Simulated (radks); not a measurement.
Q: All-electron calculation, scalar-relativistic Kohn-Sham, LB94 model potential, spin-polarised, spherical densities, finite nucleus; Fermi nuclear charge, rms radius of each element as measured or else 0.836 A^(1/3) + 0.57 fm. Program: a radial shooting solver on a logarithmic mesh with Libxc functionals. Response by self-consistent Sternheimer equations with the Hartree and adiabatic LDA kernel, the relativistic mass of each level held fixed and spin-orbit coupling left out. Rank Cr6+, Fe8+, K+, Ti4+, Mn7+, Ca2+, Sc3+, Ar, V5+ (NIST ground configurations) by static dipole polarisability, largest first.

A: Ar 11.45, K+ 5.741, Ca2+ 3.392, Sc3+ 2.204, Ti4+ 1.525, V5+ 1.105, Cr6+ 0.8285, Mn7+ 0.6384, Fe8+ 0.5029 bohr^3.
